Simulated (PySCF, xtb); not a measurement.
CH4N2O2Si, SMILES N#CO[Si@@H](N)O.

GFN2-xTB (xtb) at its own geometry gives an orbital gap of 6.12 eV and a dipole moment of 4.67 D.

Geometry optimised at TPSSh-D3(BJ)/def2-SVP. The structure was generated by enumeration; whether it is a known compound was not checked. One conformer was computed; it need not be the lowest.

### Question
What does PySCF with PBE/def2-TZVP give? (The exact figures need the calculation; the answer reports its results.)

### Answer
gap 6.38 eV (levels -7.03 and -0.65 eV), dipole 4.89 D.
